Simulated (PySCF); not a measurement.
C2H10AlNOSi (SMILES C[N](C)[AlH][O][SiH3]), singlet, geometry from GFN2-xTB (such geometries of metal compounds can be far from the true shape).

Input for PySCF:
```python
from pyscf import gto, scf, dft

mol = gto.M(
    atom='''
Al   -0.34891956   -0.25525555    0.80852976
H    -0.98614092   -0.87037537    2.04145665
N     0.37009676    1.38589811    0.96743583
C     0.31451998    2.04521449    2.25587985
C     1.02746062    2.18443037   -0.04895272
H     1.31888310    2.26298344    2.63842372
H    -0.24110085    2.98895357    2.19970432
H    -0.19204769    1.38332608    2.96179497
H     0.50405566    3.13604347   -0.20545932
H     2.06376444    2.40979597    0.23257180
H     1.03221837    1.62872870   -0.98731533
O    -0.36696061   -1.15524392   -0.60081604
Si   -0.39137765   -2.04515465   -1.97224105
H     0.33087193   -1.28194516   -2.99182871
H    -1.79811502   -2.23308003   -2.32925863
H     0.27597623   -3.31114817   -1.66668718
''',
    basis='pcseg-0',
    verbose=4,
    max_memory=1800,
)

mf = dft.RKS(mol)
mf.xc = 'pbe'
mf = mf.density_fit(auxbasis='def2-universal-jkfit')
mf.kernel()
```

Question: Predict the total energy from DF-PBE/pcseg-0 (PySCF).

Answer: -742.4788 Eh

Question: What is the computed Mulliken (on the basis functions themselves) charges in atom order (DF-PBE/pcseg-0)?

Answer: Al1 1.22, H2 -0.26, N3 -0.96, C4 -0.35, C5 -0.34, H6 0.20, H7 0.20, H8 0.22, H9 0.20, H10 0.20, H11 0.21, O12 -1.00, Si13 0.78, H14 -0.10, H15 -0.10, H16 -0.10

Question: Give the HOMO energy at the level DF-PBE/pcseg-0.

Answer: -4.82 eV

Question: What is the computed nuclear repulsion energy (DF-PBE/pcseg-0)?

Answer: 352.2928 Eh

Question: What dipole moment does DF-PBE/pcseg-0 give?

Answer: 1.27 D
